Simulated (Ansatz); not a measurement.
Compare A (`C=NC[SeH]`) with its isomer B (`C/N=C/[SeH]`).

Gas-phase electronic energies from Ansatz, PBE0-D4/def2-TZVP geometries. CBS: MP2 limit from def2 TZ/QZ plus the TZ coupled-cluster correction, frozen cores. Functionals use def2-TZVPP. B3LYP here is the variant with VWN-RPA as its local correlation; programs differ in this. For Se outer-core shells are correlated without core-valence functions, which leaves a few kJ/mol of doubt a bond. Scalar relativity is left out up to krypton. Each species was taken in one conformer, which may not be the lowest.

Task: Which isomer does CCSD(T)/CBS put lower? Give the gap. (An estimate is asked.)

Result: Computed: B, by 4.1 kcal/mol.

Task: Give E(B) − E(A) in kcal/mol with CCSD/def2-TZVPP, PBE-D4, MP2/def2-TZVPP, B3LYP-D4, PBE0-D4, B2PLYP, B3LYP. (Estimate.)

Result: Computed: CCSD/def2-TZVPP -4.0, PBE-D4 -6.5, MP2/def2-TZVPP -4.6, B3LYP-D4 -5.5, PBE0-D4 -5.7, B2PLYP -5.4, B3LYP -5.9. None reverses the order clearly.

Largest T1 diagnostic: 0.011.

From PBE to PBE0 (25 % exact exchange), in def2-TZVPP and without D4, E(B) − E(A) moves by +0.8 kcal/mol.
